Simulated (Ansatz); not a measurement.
C₃H₃BO₂, SMILES C#CB(O)C=O.

The structure is a stationary point at PBE0-D3(BJ)/def2-SVP. The structure was generated by enumeration, and PubChem lists no compound with its InChIKey, so it may never have been made. One conformer was computed; it need not be the lowest.

Two levels are set side by side: PBE/def2-TZVPD (Ansatz, a program for electronic structure) and CAM-B3LYP/def2-TZVPD (Ansatz). Energy differences of separate SCF runs at the same geometry; the states with an electron removed or added have multiplicity 2 and 2. Differences are taken from unrounded values.

| quantity | CAM-B3LYP |
|---|---|
| vertical ionisation energy (eV) | 9.70 |
| vertical electron affinity (eV) | 0.59 |
| vertical singlet–triplet gap (eV) | 2.15 |

**Question.** What does PBE give, and how far is it from CAM-B3LYP? (Estimate from the structure and the level; the computed values follow.)

**Answer.** 
```
quantity                            PBE  PBE minus CAM-B3LYP
---------------------------------  ----  -------------------
vertical ionisation energy (eV)    9.14                -0.56
vertical electron affinity (eV)    0.73                 0.14
vertical singlet–triplet gap (eV)  1.93                -0.22
```
